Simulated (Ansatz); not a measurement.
Start from `O[SiH2][CH2][GaH2]` and change one atom or group to get `Cl[SiH2][CH2][GaH2]`.

Ansatz, PBE0-D4/def2-TZVP geometries, multiplicity 1. Each molecule was computed in one conformer, which needn't be the lowest.

Scalar relativity is left out up to krypton.

| property | `O[SiH2][CH2][GaH2]` |
| --- | --- |
| HOMO–LUMO gap (PBE0/def2-TZVPP) / eV | 6.79 |
| HOMO energy (PBE0/def2-TZVPP) / eV | -7.46 |
| size of the dipole moment (ωB97M-V/def2-TZVPP) / D | 2.11 |
| LUMO energy (ωB97M-V/def2-TZVPP) / eV | 0.92 |
| HOMO energy (B3LYP/def2-TZVPP) / eV | -7.23 |
| HOMO–LUMO gap (PBE/def2-TZVPP) / eV | 4.82 |

Problem. Give the same properties after the change, and the shifts. (Estimate.)

Solution. Computed: 
```json
{"property": "HOMO–LUMO gap (PBE0/def2-TZVPP) / eV", "`Cl[SiH2][CH2][GaH2]`": "7.06", "shift": "0.27"}
{"property": "HOMO energy (PBE0/def2-TZVPP) / eV", "`Cl[SiH2][CH2][GaH2]`": "-7.93", "shift": "-0.47"}
{"property": "size of the dipole moment (ωB97M-V/def2-TZVPP) / D", "`Cl[SiH2][CH2][GaH2]`": "1.98", "shift": "-0.13"}
{"property": "LUMO energy (ωB97M-V/def2-TZVPP) / eV", "`Cl[SiH2][CH2][GaH2]`": "0.81", "shift": "-0.11"}
{"property": "HOMO energy (B3LYP/def2-TZVPP) / eV", "`Cl[SiH2][CH2][GaH2]`": "-7.70", "shift": "-0.47"}
{"property": "HOMO–LUMO gap (PBE/def2-TZVPP) / eV", "`Cl[SiH2][CH2][GaH2]`": "5.07", "shift": "0.25"}
```

With PBE0 the HOMO falls by 0.47 eV and the LUMO falls by 0.20 eV, so the gap widens by about 0.27 eV. PBE moves the HOMO by -0.43 eV and ωB97M-V by -0.47 eV. Dipoles are sizes alone; their direction can turn.

B3LYP here is the variant with VWN-RPA as its local correlation; programs differ in this.
